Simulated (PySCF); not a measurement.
Cl₂HSi, SMILES Cl[SiH]Cl (connectivity only; charge and spin as stated), charge +1, multiplicity 1. Atoms are numbered in the order given.

```xyz
4

Cl     0.0000    -1.6983    -0.3244
Si     0.0000     0.0000     0.6377
Cl     0.0000     1.6983    -0.3244
H      0.0000     0.0000     2.1006
```
Charge +1, spin multiplicity 1.

Geometry optimised at TPSSh-D3(BJ)/def2-TZVP. The multiplicity is an assumed one; other spin states were not compared. The isomer is the one that the SMILES or the coordinates give; other isomers of the formula were not compared.

Method: PySCF with TDDFT-PBE/def2-SVPD.

Vertical excitations.  State labels are in the subgroup C2v.

```tsv
state	symmetry	energy (eV)	λ (nm)	f	main pairs
S1	A2	4.85	256	0.000	HOMO→LUMO 100 %
S2	B1	5.13	242	0.001	HOMO−1→LUMO 100 %
S3	B2	5.76	215	0.071	HOMO−2→LUMO 89 %
S4	A1	6.61	188	0.014	HOMO−3→LUMO 92 %
S5	B2	6.69	185	0.059	HOMO→LUMO+1 91 %
S6	A2	6.79	183	0.000	HOMO−2→LUMO+1 100 %
S7	A1	6.96	178	0.036	HOMO−1→LUMO+1 93 %
S8	B1	7.34	169	0.001	HOMO−4→LUMO 98 %
S9	A2	7.58	164	0.000	HOMO−5→LUMO 99 %
S10	B1	7.76	160	0.032	HOMO−3→LUMO+1 96 %
T1	A2	4.66	266	0	HOMO→LUMO 100 %
T2	B2	4.79	259	0	HOMO−2→LUMO 100 %
T3	B1	4.86	255	0	HOMO−1→LUMO 100 %
T4	A1	5.33	232	0	HOMO−3→LUMO 99 %
```
Triplets are in the Tamm–Dancoff approximation, which puts them higher than full response would, so one can lie above its singlet here.
